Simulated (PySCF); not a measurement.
BrClGaHO.

```xyz
5

Ga     0.3292     0.4910     0.0000
Cl    -1.1469     2.0335     0.0000
Br    -0.2648    -1.6843     0.0000
O      2.0443     0.9119     0.0000
H      2.2060     1.8625     0.0000
```

Geometry optimised at PBE0-D3(BJ)/def2-SVP. The structure was generated by enumeration; whether it is a known compound was not checked. Other conformers were not sampled.

All values below come from KT2/pcSseg-1 in PySCF. Non-relativistic, no solvent.

Question: Give the absolute GIAO shielding of each atom: isotropic value and principal components (ppm). (The exact figures need the calculation; the answer reports its results.)

Answer: 
```csv
atom,σ(iso),σ11,σ22,σ33,span
Ga1,1382.7,1134.5,1453.9,1559.9,425.4
Cl2,827.9,666.3,786.5,1031.0,364.8
Br3,2527.6,2239.0,2416.7,2927.1,688.1
O4,211.6,100.4,241.2,293.0,192.6
H5,28.0,20.9,22.8,40.4,19.5
```
